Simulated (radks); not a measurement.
All-electron atom: Kr+ in [Ar] 3d10 4s2 4p(up 2.75, down 2.25) (fractional occupations, a model configuration). All-electron calculation, scalar-relativistic Kohn-Sham, PBE, spin-polarised, spherical densities, finite nucleus; Fermi nuclear charge, rms radius 4.1884 fm. Program: a radial shooting solver on a logarithmic mesh with Libxc functionals.

Normalised radial functions P(r) = r R(r), r in bohr:

r           4s up  4p down
0.005303   0.0893   0.0047
0.007848   0.1178   0.0095
0.01171    0.1479   0.0192
0.01747    0.1688   0.0377
0.02606    0.1614   0.0706
0.03887    0.0989   0.1224
0.05799   -0.0357   0.1880
0.08651   -0.2079   0.2359
0.1291    -0.2871   0.1967
0.1925    -0.1057   0.0044
0.2872     0.2865  -0.2759
0.4285     0.4490  -0.3739
0.6392     0.0100  -0.0598
0.9536    -0.6775   0.4888
1.423     -0.9082   0.8093
2.122     -0.5622   0.6629
3.166     -0.1668   0.3017
4.723     -0.0202   0.0697

4s up: eigenvalue -34.197 eV, 3 radial nodes at r = 0.0531, 0.216, 0.643 bohr, <r> = 1.54 bohr, 90 % of the charge inside 2.27 bohr. 4p down: eigenvalue -19.323 eV, 2 radial nodes at r = 0.194, 0.670 bohr, <r> = 1.83 bohr, 90 % of the charge inside 2.78 bohr.
